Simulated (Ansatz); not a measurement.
Stepwise reaction of `[SiH3][O][Al]([Cl])[O][SiH3]` with hydrogen chloride, as a gas-phase model of exchange steps in deposition or etching. ΔE in kJ/mol.

Isolated molecules relaxed with PBE0-D4/def2-TZVP in Ansatz; ΔE leaves out vibrations. CCSD(T)/CBS is the MP2 limit (def2-TZVPP, def2-QZVPP) plus CCSD(T) − MP2 in def2-TZVPP, frozen cores. This one scheme is used for every species. DFT in def2-TZVPP. B3LYP here is the variant with VWN-RPA as its local correlation; programs differ in this. One conformer a species, not always the lowest.

```csv
step,reaction,PBE-D4,B3LYP-D4,ωB97M-V,CCSD(T)/CBS
1,`[SiH3][O][Al]([Cl])[O][SiH3]` + HCl → `[SiH3][O][Al]([Cl])[Cl]` + `O[SiH3]`,-6.7,3.7,-1.6,0.6
2,`[SiH3][O][Al]([Cl])[Cl]` + HCl → `[Cl][Al]([Cl])[Cl]` + `O[SiH3]`,-5.0,6.1,0.9,3.0
```

(1) By hand: ΔE of the 2 steps together at CCSD(T)/CBS.

## Answers

(1) (0.6) + (3.0) = 3.6 kJ/mol, or 1.8 kJ/mol a step.

In ΔE the steps differ by no more than 2.4 kJ/mol. PBE-D4 differs from CCSD(T)/CBS by -8.0 to -7.3 kJ/mol a step. Only this route is followed, and other bonds may react first. Isolated molecules leave out the surface, adducts and barriers. Largest T1 diagnostic: 0.011.
